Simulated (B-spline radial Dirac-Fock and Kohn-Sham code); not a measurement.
Level of theory: Dirac-Fock ΔSCF + Breit + QED; a radial atomic solver. K edges are those of the screened (neutral excited atom) model, which lie within a few eV to tens of eV of tabulated edges.

An X-ray tube with a ytterbium target emits Kα1 at 52385.1 eV and Kβ1 at 59373.9 eV. K edges of lighter neighbours: Tb 51991.4 eV, Dy 53782.8 eV, Ho 55611.7 eV, Er 57477.6 eV, Tm 59381.7 eV.

Task: Which of these can serve as a Kβ filter, and which fluoresce under Kα1?

Result: A Kβ filter needs its edge between the two lines: Dy, Ho, Er. Kα1 lies above the K edges of Tb, which therefore fluoresce.

Values without a named source are computed, but for edge energies of neutral atoms, which are taken from tables.
